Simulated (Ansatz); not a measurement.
`F[Si](Cl)(Cl)Cl` → `Cl[Si+](Cl)Cl` + F⁻  (heterolysis of the Si–F bond)

Computed with Ansatz on PBE0-D4/def2-TZVP structures; ΔE is electronic, products minus reactants. CCSD(T)/CBS is the MP2 limit (def2-TZVPP, def2-QZVPP) plus CCSD(T) − MP2 in def2-TZVPP, frozen cores. This one scheme is used for every species, atoms too. Functionals use def2-TZVPP. B3LYP here is the variant with VWN-RPA as its local correlation; programs differ in this. Anions take the def2 sets with diffuse functions and neutrals don't, so finite-basis rows favour the anion.

```
          level  ΔE (kJ/mol)  difference from CCSD(T)/CBS
         PBE-D4       1036.1                        -54.6
     r2SCANh-D4       1087.0                         -3.7
     r2SCAN0-D4       1099.2                          8.5
         revPBE       1011.3                        -79.4
          B3LYP       1044.1                        -46.6
          BHLYP       1086.1                         -4.6
  HF/def2-TZVPP       1108.0                         17.3
 MP2/def2-TZVPP       1063.8                        -26.9
CCSD/def2-TZVPP       1075.8                        -14.9
 CCSD/CBS(def2)       1100.4                          9.7
    CCSD(T)/CBS       1090.7                            0
```

Largest T1 diagnostic among the species: 0.023, so the coupled-cluster value is less sure than usual.

The D4 term adds +8.6 kJ/mol with B3LYP and +4.4 kJ/mol with PBE0; it sums over pairs of atoms, weighted by their polarisabilities, and B3LYP, whose exchange is more repulsive, gets the larger term. From BLYP to BHLYP (50 % exact exchange), in def2-TZVPP and without D4, ΔE moves by +81.3 kJ/mol. Leaving LDA and LC-ωPBE aside and taking each functional with its dispersion term where it has one, the values, not all of them listed here, spread over 82.6 kJ/mol, from BLYP-D4 to r2SCAN0-D4. LDA lies +47.2 kJ/mol from PBE without D4.
